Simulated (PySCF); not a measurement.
A structure optimised at B3LYP-D3(BJ)/def2-TZVP, used in a PySCF frequency run:

```
Ge
H 1 1.5449
H 1 1.5449 2 106.22
H 1 1.5449 2 106.22 3 112.81
Zn 1 2.4162 2 112.55 3 -123.59
H 5 1.5561 2 154.63 1 -180.00
```

**Question.** Write its SMILES, formula and point group.

**Answer.** [ZnH][GeH3], GeH4Zn, C3v

**Question.** What are its rotational constants (standard atomic weights)?

**Answer.** 82.094, 2.2858, 2.2858 GHz
